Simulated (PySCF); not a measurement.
Mo(S)2(SH)2 (H2MoS4), SMILES [S]=[Mo](=[S])([SH])[SH], multiplicity 1.

The structure is a stationary point at B3LYP-D3(BJ)/def2-SVP. The multiplicity is an assumed one; no other spin state was optimised. The structure was generated by enumeration; whether it is a known compound was not checked. The def2 effective core potentials stand for the cores of Mo; spin–orbit coupling is left out. The values are those of a single conformer.

Calculation: TDDFT-LC-ωPBE/def2-SVPD (PySCF).

Vertical excitations. Isolated molecule, no solvent. State labels are in the subgroup C2.

```
state  symmetry  energy (eV)  λ (nm)      f                                                                  main pairs
-----  --------  -----------  ------  -----  --------------------------------------------------------------------------
S1            B         2.36     525  0.000                        HOMO→LUMO 42 %, HOMO−1→LUMO 38 %, HOMO−1→LUMO+1 13 %
S2            B         2.92     424  0.006                         HOMO−1→LUMO+1 48 %, HOMO→LUMO 33 %, HOMO→LUMO+1 8 %
S3            B         3.19     388  0.038   HOMO→LUMO+1 33 %, HOMO−1→LUMO+1 29 %, HOMO−1→LUMO 19 %, HOMO−3→LUMO+1 9 %
S4            A         3.40     365  0.000     HOMO−2→LUMO 34 %, HOMO→LUMO+2 29 %, HOMO−1→LUMO+2 13 %, HOMO−6→LUMO 8 %
S5            B         3.49     355  0.031                          HOMO→LUMO+1 44 %, HOMO−1→LUMO 33 %, HOMO→LUMO 11 %
S6            A         3.80     326  0.000    HOMO−2→LUMO+1 26 %, HOMO→LUMO+2 23 %, HOMO−4→LUMO 14 %, HOMO→LUMO+3 11 %
S7            A         3.88     320  0.000  HOMO−1→LUMO+2 33 %, HOMO−4→LUMO+1 22 %, HOMO−2→LUMO 14 %, HOMO→LUMO+2 10 %
S8            A         4.01     309  0.000                    HOMO−2→LUMO 33 %, HOMO−4→LUMO+1 25 %, HOMO−1→LUMO+3 24 %
S9            B         4.10     302  0.026                                          HOMO−3→LUMO 58 %, HOMO→LUMO+4 18 %
S10           A         4.13     300  0.006   HOMO−1→LUMO+2 30 %, HOMO→LUMO+2 27 %, HOMO−4→LUMO 19 %, HOMO−4→LUMO+1 7 %
T1            B         2.09     593      0                                            HOMO−1→LUMO 65 %, HOMO→LUMO 18 %
T2            B         2.31     536      0        HOMO→LUMO 27 %, HOMO→LUMO+1 21 %, HOMO−1→LUMO 18 %, HOMO−3→LUMO 13 %
T3            B         2.47     502      0                                            HOMO→LUMO+1 50 %, HOMO→LUMO 34 %
T4            A         2.66     466      0                                         HOMO−4→LUMO 47 %, HOMO−1→LUMO+2 9 %
```
Triplets are in the Tamm–Dancoff approximation, which puts them higher than full response would, so one can lie above its singlet here.
